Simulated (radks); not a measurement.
Q: Cd3+, configuration [Kr] 4d8.5 5p0.5 (fractional occupations, a model configuration). Calculated with a radial shooting solver on a logarithmic mesh with Libxc functionals: Dirac Kohn-Sham, LDA (Slater exchange, Perdew-Wang correlation), spin-unpolarised, spherical densities, finite nucleus; open shells fill j = l - 1/2 first; Fermi nuclear charge, rms radius 4.6087 fm. Some entries of the table are withheld. Estimate them.

orbital  occ.  eigenvalue (eV)  <1/r> (bohr^-1)  <r> (bohr)
1s1/2       2        -26515.78            50.59     0.03043
2s1/2       2        -3970.653            11.68      0.1314
2p1/2       2        -3701.509            11.67      0.1113
2p3/2       4        -3509.339            10.93      0.1164
3s1/2       2        -771.9933              (1)      0.3587
3p1/2       2        -663.9747            4.009         (2)
3p3/2       4        -629.6439            3.828         (3)
3d3/2       4        -437.7109            3.671      0.3328
3d5/2       6        -430.7252            3.624      0.3363
4s1/2       2        -144.7020              (4)      0.8733
4p1/2       2        -109.7053            1.479      0.9282
4p3/2       4        -103.6734            1.422      0.9578
4d3/2       4         -49.3589            1.135       1.175
4d5/2     4.5         -48.5566            1.120       1.188
5p1/2     0.5         -26.1983           0.5047       2.554
5p3/2       0         -25.4438           0.4906       2.620

A: 
(1) 3s1/2 <1/r> (bohr^-1): 4.098
(2) 3p1/2 <r> (bohr): 0.3498
(3) 3p3/2 <r> (bohr): 0.3609
(4) 4s1/2 <1/r> (bohr^-1): 1.596
